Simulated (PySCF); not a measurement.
C3H3ClN2Si.
Bonds: N1–C2 (triple), C2–Si3, Si3–C4, C4–N5 (triple), Si3–C6, C6–Cl7. Hydrogens: H8 on Si3; H9, H10 on C6.

Method used: PBE0-D3(BJ)/def2-SVP geometry optimisation, gas phase in PySCF.

**Question.** What internal coordinates does the optimisation give?

**Answer.** 
| bond | length (Å) |
| --- | --- |
| N1≡C2, C4≡N5 | 1.159 |
| C2–Si3, Si3–C4 | 1.851 |
| Si3–C6 | 1.876 |
| C6–Cl7 | 1.786 |
| Si3–H8 | 1.480 |
| C6–H9, C6–H10 | 1.100 |

Bonds in one row agree within 0.01 Å and their mean is given. A selection of angles:
| angle | degrees |
| --- | --- |
| N1–C2–Si3 | 179.4 |
| C2–Si3–C4 | 107.0 |
| C2–Si3–C6 | 108.8 |
| C2–Si3–H8 | 109.6 |
| C6–Si3–H8 | 112.8 |
| Si3–C4–N5 | 177.4 |
| Si3–C6–Cl7 | 107.2 |
| Si3–C6–H9 | 111.6 |
| Cl7–C6–H9 | 108.9 |
| H9–C6–H10 | 108.5 |

Torsions: C2–Si3–C6–Cl7 64° (synclinal). The mirror-image conformer, all signs reversed, is as good.

Si3 (SiH silicon) is tetrahedral (angles from 107.0° to 112.8°). The C–Si distances run from 1.849 Å (C2–Si3, drawn single) to 1.876 Å (Si3–C6, drawn single), a spread of 0.027 Å.

Point group: C1 (no symmetry element, even within 0.4 Å). Whether it is a minimum is left open (no frequencies). The numbers are those of one conformer.

On one thread of an Arm Neoverse N1, no GPU, shared host, this took 79 s and 0.52 GiB of memory at its peak. That covers the optimisation of the geometry.
